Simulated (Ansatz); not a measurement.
Basis sets compared for Sn₃⁺. Total charge 1; doublet. Geometry B3LYP-D4/def2-SVP. Ansatz on 4 threads of Arm Neoverse V1 on a shared host; times are rough, and most runs start from earlier orbitals.

```xyz
3

Sn   -1.426    1.057    1.020
Sn    0.890   -0.553    0.891
Sn    0.536   -0.504   -1.911
```

In the def2 sets Sn takes a core potential; there is no spin–orbit coupling. At PBE0-D4/def2-TZVP a quartet of charge 1 lies 0.18 eV below the doublet, each at its own geometry. The structure comes from a short search, and lower isomers may exist.

```json
{"level": "PBE-D4/def2-SVP", "functions": "78", "energy (Eh)": "-642.6829", "HOMO (eV)": "-9.45", "LUMO (eV)": "-9.14", "wall time": "1.6 s"}
{"level": "PBE0-D4/def2-SVP", "functions": "78", "energy (Eh)": "-642.6907", "HOMO (eV)": "-10.17", "LUMO (eV)": "-8.38", "wall time": "2.3 s"}
```

(1) Estimate the rows for PBE-D4/def2-TZVP, PBE0-D4/def2-TZVP.

Results:

(1) 
```tsv
level	functions	energy (Eh)	HOMO (eV)	LUMO (eV)	wall time
PBE-D4/def2-TZVP	150	-642.7015	-9.39	-9.06	2.9 s
PBE0-D4/def2-TZVP	150	-642.7082	-10.10	-8.29	10 s
```
